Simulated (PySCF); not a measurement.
Mo (SMILES [Mo]), septet (core potentials on Mo); REVPBE/def2-TZVP (PySCF).

Input for PySCF:
```python
from pyscf import gto, scf, dft

mol = gto.Mole()
mol.atom = '''
    Mo    0.000000    0.000000    0.000000
'''
mol.basis = 'def2-tzvp'
mol.ecp = {'Mo': 'def2-tzvp'}
mol.charge = 0
mol.spin = 6
mol.verbose = 4
mol.build()

mf = dft.UKS(mol)
mf.xc = 'revpbe'
mf.kernel()
```

What the program printed (banner, timings and long lists left out):

```
PySCF version 2.14.0

[INPUT] verbose = 4
[INPUT] num. atoms = 1
[INPUT] num. electrons = 14
[INPUT] charge = 0
[INPUT] spin (= nelec alpha-beta = 2S) = 6
[INPUT] symmetry False subgroup None
[INPUT] Mole.unit = angstrom
[INPUT] Symbol           X                Y                Z      unit          X                Y                Z       unit  Magmom
[INPUT]  1 Mo     0.000000000000   0.000000000000   0.000000000000 AA    0.000000000000   0.000000000000   0.000000000000 Bohr   0.0

nuclear repulsion = 0
number of shells = 14
number of NR pGTOs = 60
number of NR cGTOs = 40
basis = def2-tzvp
ecp = {'Mo': 'def2-tzvp'}

******** <class 'pyscf.dft.uks.UKS'> ********
method = UKS
initial guess = minao
damping factor = 0
level_shift factor = 0
DIIS = <class 'pyscf.scf.diis.CDIIS'>
diis_start_cycle = 1
diis_space = 8
diis_damp = 0
SCF conv_tol = 1e-09
SCF conv_tol_grad = None
SCF max_cycles = 50
direct_scf = True
direct_scf_tol = 1e-13
number electrons alpha = 10  beta = 4
XC library pyscf.dft.libxc version 7.1.2
    S. Lehtola, C. Steigemann, M. J. T. Oliveira, and M. A. L. Marques,  SoftwareX 7, 1–5 (2018)
XC functionals = revpbe
    Y. Zhang and W. Yang,  Phys. Rev. Lett. 80, 890 (1998)
    J. P. Perdew, K. Burke, and M. Ernzerhof,  Phys. Rev. Lett. 77, 3865 (1996)
    J. P. Perdew, K. Burke, and M. Ernzerhof,  Phys. Rev. Lett. 78, 1396 (1997)
radial grids:
    Treutler-Ahlrichs [JCP 102, 346 (1995); DOI:10.1063/1.469408] (M4) radial grids

becke partition: Becke, JCP 88, 2547 (1988); DOI:10.1063/1.454033
pruning grids: <function nwchem_prune>
grids dens level: 3
symmetrized grids: False
atomic radii adjust function: <function treutler_atomic_radii_adjust>
small_rho_cutoff = 0
Set gradient conv threshold to 3.16228e-05
tot grids = 22440
init E= -61.9651627429268

cycle= 1 E= -68.06088556887  delta_E= -6.1  |g|= 0.469  |ddm|= 2.68
cycle= 2 E= -67.9664999160683  delta_E= 0.0944  |g|= 0.635  |ddm|= 1.43
cycle= 3 E= -68.1638306129567  delta_E= -0.197  |g|= 0.0194  |ddm|= 0.835
cycle= 4 E= -68.1640843904593  delta_E= -0.000254  |g|= 0.00454  |ddm|= 0.0521
cycle= 5 E= -68.1640967169392  delta_E= -1.23e-05  |g|= 0.000147  |ddm|= 0.0105
cycle= 6 E= -68.1640967298479  delta_E= -1.29e-08  |g|= 1.89e-06  |ddm|= 0.000356
cycle= 7 E= -68.1640967298491  delta_E= -1.22e-12  |g|= 1.32e-07  |ddm|= 2.58e-06
Extra cycle  E= -68.1640967298491  delta_E= 4.26e-14  |g|= 1.79e-07  |ddm|= 5.16e-07
converged SCF energy = -68.1640967298491  <S^2> = 12.000492  2S+1 = 7.0001405
```
